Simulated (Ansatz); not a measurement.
A nudged elastic band was laid between two geometries of BFH$_{2}$Se (5 atoms, charge 0, multiplicity 1).

These are results of UKS PBE0/def2-SVP (Ansatz), not measurements.

- movable images: 9
- climbing image: yes
- spring: 5.0 eV/Å²
- optimiser: quadratic models (default)
- start path: through a guess of the saddle point
- force threshold: 0.03 eV/Å
- iteration limit: 60
- end points: relaxed

Initial state:

```xyz
5
Properties=species:S:1:pos:R:3
F -0.264 -1.628 0.834
B -0.271 -0.534 0.094
Se 1.104 0.788 0.410
H -1.123 -0.391 -0.746
H 0.603 1.691 -0.634
```

Final state:

```xyz
5
Properties=species:S:1:pos:R:3
F 0.576 -1.511 1.413
B -0.355 -1.335 0.514
Se -0.509 0.295 -0.521
H -1.680 -0.196 -1.259
H 2.017 2.674 -0.189
```

Task: Which bonds break or form, and what moves?

Result: Bonds broken: B2–H4, Se3–H5. Bonds formed: Se3–H4. BFH2Se becomes BFHSe + H.

Task: What energy profile does the band end with?

Result: It converged. The highest image is number 8 of 0 to 10, 4.71 eV above the first end and 0.17 eV above the last; the last end lies 4.54 eV above the first. The profile has 2 maxima (images 2, 8) with wells between them (image 5): this band takes more than one step, which may be the mechanism or a detour left from its start path. Neighbouring images differ by up to 2.4 eV, so the band resolves the path poorly. A vibrational analysis at the climbing image gives one clearly imaginary mode, 360i cm⁻¹: a first-order saddle point.

```json
{"image": "0", "path coordinate (Å)": "0.00", "energy (eV)": "0.00", "B2–H4 (Å)": "1.21", "Se3–H5 (Å)": "1.47", "Se3–H4 (Å)": "2.77"}
{"image": "1", "path coordinate (Å)": "0.55", "energy (eV)": "0.19", "B2–H4 (Å)": "1.21", "Se3–H5 (Å)": "1.47", "Se3–H4 (Å)": "2.81"}
{"image": "2", "path coordinate (Å)": "1.11", "energy (eV)": "0.50", "B2–H4 (Å)": "1.21", "Se3–H5 (Å)": "1.47", "Se3–H4 (Å)": "2.84"}
{"image": "3", "path coordinate (Å)": "1.66", "energy (eV)": "0.49", "B2–H4 (Å)": "1.21", "Se3–H5 (Å)": "1.47", "Se3–H4 (Å)": "2.81"}
{"image": "4", "path coordinate (Å)": "2.21", "energy (eV)": "0.16", "B2–H4 (Å)": "1.20", "Se3–H5 (Å)": "1.47", "Se3–H4 (Å)": "2.74"}
{"image": "5", "path coordinate (Å)": "2.76", "energy (eV)": "0.13", "B2–H4 (Å)": "1.22", "Se3–H5 (Å)": "1.47", "Se3–H4 (Å)": "2.49"}
{"image": "6", "path coordinate (Å)": "3.32", "energy (eV)": "1.89", "B2–H4 (Å)": "1.49", "Se3–H5 (Å)": "1.47", "Se3–H4 (Å)": "2.10"}
{"image": "7", "path coordinate (Å)": "3.87", "energy (eV)": "4.29", "B2–H4 (Å)": "2.03", "Se3–H5 (Å)": "1.54", "Se3–H4 (Å)": "1.90"}
{"image": "8", "path coordinate (Å)": "4.42", "energy (eV)": "4.71", "B2–H4 (Å)": "2.46", "Se3–H5 (Å)": "1.75", "Se3–H4 (Å)": "1.57"}
{"image": "9", "path coordinate (Å)": "5.41", "energy (eV)": "4.54", "B2–H4 (Å)": "2.49", "Se3–H5 (Å)": "2.97", "Se3–H4 (Å)": "1.47"}
{"image": "10", "path coordinate (Å)": "6.39", "energy (eV)": "4.54", "B2–H4 (Å)": "2.49", "Se3–H5 (Å)": "3.49", "Se3–H4 (Å)": "1.47"}
```

Task: What is the geometry of the highest image?

Result: 
```xyz
5
Properties=species:S:1:pos:R:3
F 0.575 -1.201 1.486
B -0.208 -0.986 0.467
Se -0.133 0.589 -0.638
H -1.333 0.011 -1.478
H 1.150 1.514 0.122
```

The band took 18 iterations and about 8 core-minutes.

The run took 4.2 min on 2 threads of Arm Neoverse V2, with other jobs on the host, peak memory 0.2 GiB.
